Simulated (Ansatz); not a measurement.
# Stretch profile

Si$_{2}$H$_{4}$S$_{2}$, singlet, at its PBE0-D4/def2-TZVP minimum:

Si1  (0.030, 1.324, -0.388)
S2  (1.033, -0.371, -1.227)
Si3  (-0.008, -1.338, 0.374)
S4  (-1.014, 0.356, 1.210)
H5  (0.984, 2.346, 0.108)
H6  (-0.897, 1.959, -1.356)
H7  (-0.958, -2.364, -0.119)
H8  (0.922, -1.968, 1.343)
(Å)

The bond length Si1–H6 (1.483 Å at the minimum) is set to the values below, with the rest relaxed at PBE0-D4/def2-TZVP at each step. Each method's energies count from its own value at the PBE0-D4 minimum structure. Computed with Ansatz 0.2.0 (basis: def2-TZVPP); correlated methods freeze the cores.

CCSD(T) energies along the scan:
| bond length (Å) | CCSD(T) (kcal/mol) |
| --- | --- |
| 1.335 | 5.22 |
| 1.364 | 3.14 |
| 1.408 | 1.08 |
| 1.459 | 0.06 |
| 1.515 | 0.29 |
| 1.576 | 1.81 |
| 1.641 | 4.51 |
| 1.709 | 8.19 |
| 1.780 | 12.69 |
They count from the CCSD(T) energy at the PBE0-D4 minimum.

Minimum and curvature along this coordinate at CCSD(T): A fifth-order fit through the nearest points gives 1.476 Å, with a curvature of about 18 eV/Å².

Largest difference from the CCSD(T) curve over the scan: r2SCAN-D4 0.81; PBE0-D4 0.72; wB97M-V 0.44; MP2 0.88 kcal/mol. Each curve counts from its own value at the minimum.

No T1 diagnostic of these runs exceeds 0.012.

For scale, one of the runs: CCSD(T)/def2-TZVPP, 224 basis functions (an equivalent command: `ansatz run in.yaml --threads 4`). Hardware: 4 CPU threads, shared host. Wall time 44 s; peak host memory 3.1 GiB.
